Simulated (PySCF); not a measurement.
## heptane (SMILES CCCCCCC)

Molfile (atoms numbered from 1):
```
C7H16
     RDKit          3D

 23 22  0  0  0  0  0  0  0  0999 V2000
   -3.7955    0.2974   -0.0580 C   0  0  0  0  0  0  0  0  0  0  0  0
   -2.5264   -0.4607    0.3100 C   0  0  0  0  0  0  0  0  0  0  0  0
   -1.2688    0.2989   -0.1037 C   0  0  0  0  0  0  0  0  0  0  0  0
    0.0039   -0.4584    0.2650 C   0  0  0  0  0  0  0  0  0  0  0  0
    1.2631    0.2981   -0.1491 C   0  0  0  0  0  0  0  0  0  0  0  0
    2.5347   -0.4608    0.2208 C   0  0  0  0  0  0  0  0  0  0  0  0
    3.7897    0.2970   -0.1930 C   0  0  0  0  0  0  0  0  0  0  0  0
   -4.6781   -0.2602    0.2461 H   0  0  0  0  0  0  0  0  0  0  0  0
   -3.8450    0.4583   -1.1328 H   0  0  0  0  0  0  0  0  0  0  0  0
   -3.8165    1.2675    0.4340 H   0  0  0  0  0  0  0  0  0  0  0  0
   -2.5042   -0.6306    1.3889 H   0  0  0  0  0  0  0  0  0  0  0  0
   -2.5320   -1.4381   -0.1783 H   0  0  0  0  0  0  0  0  0  0  0  0
   -1.2885    0.4681   -1.1829 H   0  0  0  0  0  0  0  0  0  0  0  0
   -1.2612    1.2770    0.3834 H   0  0  0  0  0  0  0  0  0  0  0  0
   -0.0052   -1.4370   -0.2213 H   0  0  0  0  0  0  0  0  0  0  0  0
    0.0225   -0.6281    1.3445 H   0  0  0  0  0  0  0  0  0  0  0  0
    1.2720    1.2768    0.3369 H   0  0  0  0  0  0  0  0  0  0  0  0
    1.2444    0.4659   -1.2288 H   0  0  0  0  0  0  0  0  0  0  0  0
    2.5234   -1.4387   -0.2659 H   0  0  0  0  0  0  0  0  0  0  0  0
    2.5512   -0.6294    1.3000 H   0  0  0  0  0  0  0  0  0  0  0  0
    3.7982    0.4620   -1.2682 H   0  0  0  0  0  0  0  0  0  0  0  0
    4.6824   -0.2632    0.0748 H   0  0  0  0  0  0  0  0  0  0  0  0
    3.8311    1.2651    0.3016 H   0  0  0  0  0  0  0  0  0  0  0  0
  1  2  1  0
  2  3  1  0
  3  4  1  0
  4  5  1  0
  5  6  1  0
  6  7  1  0
  1  8  1  0
  1  9  1  0
  1 10  1  0
  2 11  1  0
  2 12  1  0
  3 13  1  0
  3 14  1  0
  4 15  1  0
  4 16  1  0
  5 17  1  0
  5 18  1  0
  6 19  1  0
  6 20  1  0
  7 21  1  0
  7 22  1  0
  7 23  1  0
M  END
```

Computed, not measured: GIAO B3LYP/pcSseg-1 magnetisability, rotational g tensor and spin-rotation constants, non-relativistic, gas phase (PySCF 2.14.0). Geometry: GFN2-xTB.

Question: What are the magnetisability and the molar susceptibility?

Answer: Isotropic -1431 × 10⁻³⁰ J/T², or -86.2 × 10⁻⁶ cm³/mol; principal values -1491, -1409, -1393 × 10⁻³⁰ J/T², anisotropy 91 × 10⁻³⁰ J/T² (root of half the summed squared differences of the principal values). The susceptibility is in cgs units.

Question: Split it along the inertial axes a, b, c into diamagnetic and paramagnetic parts about the centre of mass, with the quadrupole moment.

Answer: 
```
axis  χ (10⁻⁶ cm³/mol)  diamagnetic (10⁻⁶ cm³/mol)  paramagnetic (10⁻⁶ cm³/mol)  summed x² of all electrons (Å²)  quadrupole Θ (D Å)
   a             -89.8                      -231.9                        142.2                            413.7               -2.04
   b             -84.9                     -1843.4                       1758.6                             33.8               -0.49
   c             -83.9                     -1898.4                       1814.5                             20.9               +2.53
```
Anisotropies 2χaa − χbb − χcc = -10.8 and 2χbb − χaa − χcc = +3.9 × 10⁻⁶ cm³/mol. Θ is traceless in Buckingham's convention.

Question: And the rotational g tensor?

Answer: 
```tsv
axis	rotational constant (GHz)	g	nuclear part	electronic part
a	12.0347	+0.0190	0.8227	-0.8038
b	0.7390	-0.0009	0.6097	-0.6106
c	0.7180	-0.0018	0.6103	-0.6120
```
Asymmetric top; isotopes 12C, 1H; no vibrational averaging.
